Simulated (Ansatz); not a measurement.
Reaction (cleavage of the Al–Si bond): `OC1=NC[SiH]1[AlH2]` + H₂Se → `[AlH2][SeH]` + `OC1=NC[SiH2]1`

Isolated molecules relaxed with PBE0-D4/def2-TZVP in Ansatz; ΔE leaves out vibrations. CCSD(T)/CBS is the MP2 limit (def2-TZVPP, def2-QZVPP) plus CCSD(T) − MP2 in def2-TZVPP, frozen cores. DFT in def2-TZVPP. B3LYP here is the variant with VWN-RPA as its local correlation; programs differ in this. For Se outer-core shells are correlated without core-valence functions, which leaves a few kJ/mol of doubt a bond. Scalar relativity is left out up to krypton. Each species was taken in one conformer, which may not be the lowest.

```
             level  ΔE (kJ/mol)  difference from CCSD(T)/CBS
            PBE-D4       -108.5                         16.1
           PBE0-D4       -114.9                          9.7
          B3LYP-D4       -119.5                          5.1
           ωB97X-V       -121.3                          3.3
           ωB97M-V       -127.7                         -3.1
            B2PLYP       -125.9                         -1.3
               PBE       -110.3                         14.3
            r2SCAN       -122.5                          2.1
             B3LYP       -122.2                          2.4
    MP2/def2-TZVPP       -131.3                         -6.7
SCS-MP2/def2-TZVPP       -129.5                         -4.9
   CCSD/def2-TZVPP       -123.0                          1.6
     HF/def2-QZVPP       -135.9                        -11.3
    MP2/def2-QZVPP       -133.1                         -8.5
SCS-MP2/def2-QZVPP       -131.2                         -6.6
     MP2/CBS(def2)       -134.6                        -10.0
       CCSD(T)/CBS       -124.6                            0
```

Largest T1 diagnostic among the species: 0.015.

In def2-TZVPP, CCSD(T) changes the Hartree–Fock value by +15.0 kJ/mol (the triples alone add +1.8 kJ/mol) and MP2 by +4.9 kJ/mol. From PBE to PBE0 (25 % exact exchange), in def2-TZVPP and without D4, ΔE moves by −6.4 kJ/mol.
